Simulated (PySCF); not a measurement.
# Finite-field polarisability of N (nitrogen, neutral)

[He] 2s2 2p3, high-spin 4S determinant. Computed with PySCF 2.14 in x2c-TZVPPall with one added diffuse shell each of s, p, d type (6s4p3d1f, 40 functions), with scalar relativity by spin-free X2C-1e. Frozen: 1s2. Energy changes in a uniform field (μhartree):

| axis | F (au) | HF | MP2 | CCSD | CCSD(T) |
| --- | --- | --- | --- | --- | --- |
| x | 0.0053 | -100.307 | -100.087 | -100.446 | -101.023 |
| x | 0.0106 | -401.398 | -400.573 | -402.007 | -404.326 |

Q: Derive α along x at CCSD(T) from the two fields.

A: With ΔE = −αF²/2 − γF⁴/24, α = −(16 ΔE(F) − ΔE(2F))/(6F²) = 7.191 bohr³.

Q: And the mean polarisability at each level?

A: HF 7.141, MP2 7.125, CCSD 7.150, CCSD(T) 7.191 bohr³. Reference: 7.4 ± 0.2 bohr³ (recommended; Schwerdtfeger and Nagle, table of static dipole polarizabilities (2023 update)).
